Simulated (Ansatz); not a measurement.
Harmonic frequencies (cm⁻¹) at PBE0-D4/def2-TZVP from Ansatz: 19, 105, 150, 348, 353, 359, 509, 618, 678, 722, 726, 1947, 1983, 2714, 2715.

Each molecule was computed in one conformer, which needn't be the lowest.

Problem. Which molecule is it?
A. `[OH][SnH]([Br])[Br]`
B. `[SH][SnH2][SH]`
C. `[CH3][Sn]([F])([F])[F]`
D. `[NH2][Sn]([F])([F])[F]`

Solution. B.
